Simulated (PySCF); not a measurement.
Compound: CH4BF2OP.
Numbering: `[F:1][CH:2]([F:3])[O:4][BH:5][PH2:6]` (hydrogens: H7 on C2; H8 on B5; H9, H10 on P6)

Level of theory: core-valence-separated Tamm–Dancoff BHandHLYP/aug-pcX-1 (pcseg-1 on H, def2-SVPD on P) in PySCF, non-relativistic, gas phase, PBE0-D3(BJ)/def2-SVP geometry. The energies are unshifted.

Problem. List the fluorine K-edge absorption lines.

Solution. 
| E (eV) | f | core hole on | main final orbital |
| --- | --- | --- | --- |
| 686.62 | 0.0189 | F3 | LUMO (57 %) |
| 687.21 | 0.0076 | F1 | LUMO (38 %) |
| 687.37 | 0.0157 | F1 | LUMO (46 %) |
| 687.50 | 0.0001 | F3 | LUMO+1 (40 %) |
| 687.61 | 0.0122 | F3 | spread |
| 687.73 | 0.0113 | F1 | LUMO+1 (50 %) |
| 688.26 | 0.0074 | F3 | spread |
| 688.34 | 0.0067 | F1 | LUMO+4 (55 %) |
| 688.41 | 0.0130 | F1/F3 | spread (2 roots, f summed) |
| 688.89 | 0.0085 | F1 | LUMO+2 (30 %) |

The first line with a tenth or more of the strongest one's intensity is at 686.62 eV (f = 0.019), with the hole on F3 (fluorine of a CF2 group). It is also the strongest listed.

Problem. What does the O 1s absorption edge look like?

Solution. 
| E (eV) | f | core hole on | main final orbital |
| --- | --- | --- | --- |
| 532.20 | 0.0209 | O4 | LUMO (87 %) |
| 535.19 | 0.0028 | O4 | LUMO+1 (50 %) |
| 535.44 | 0.0051 | O4 | spread |
| 535.98 | 0.0060 | O4 | spread |
| 536.18 | 0.0077 | O4 | LUMO+4 (30 %) |
| 536.23 | 0.0044 | O4 | LUMO+2 (46 %) |
| 536.51 | 0.0120 | O4 | spread |

The first line with a tenth or more of the strongest one's intensity is at 532.20 eV (f = 0.021), with the hole on O4 (boron-bound oxygen). It is also the strongest listed.

Problem. Give energies, oscillator strengths and core holes at the C K edge.

Solution. 
| E (eV) | f | core hole on | main final orbital |
| --- | --- | --- | --- |
| 290.96 | 0.0477 | C2 | LUMO (50 %) |
| 291.42 | 0.0694 | C2 | spread |
| 292.11 | 0.0419 | C2 | LUMO+1 (30 %) |
| 292.30 | 0.0443 | C2 | spread |
| 293.36 | 0.0018 | C2 | LUMO+3 (52 %) |
| 293.77 | 0.0110 | C2 | LUMO+2 (48 %) |
| 294.05 | 0.0096 | C2 | LUMO+4 (34 %) |

The first line with a tenth or more of the strongest one's intensity is at 290.96 eV (f = 0.048), with the hole on C2 (CHF2 carbon). The strongest listed is at 291.42 eV (f = 0.069; C2).

Roots within 0.03 eV whose holes lie on the same, on equivalent or on shared atoms are summed into one line, and the highest roots are left out, as the search may have cut off their partners. Final orbitals are the ground state's empty Kohn–Sham orbitals.

Problem. What is the summed oscillator strength of the listed F K lines, and their intensity-weighted mean energy?

Solution. Σf = 0.101 over 10 lines from 686.62 to 688.89 eV; the weighted mean is 687.68 eV. The strongest line holds 19 % of the sum.

The ionisation thresholds weren't computed; near and above them a finite basis only mimics Rydberg series and continuum.

The values belong to the conformer `[F:1][CH:2]([F:3])[O:4][BH:5][PH2:6]`: F1–C2–O4–B5 175°, C2–O4–B5–P6 -7°, H–P6–B5–O4 40°, H–P6–B5–O4 138°.
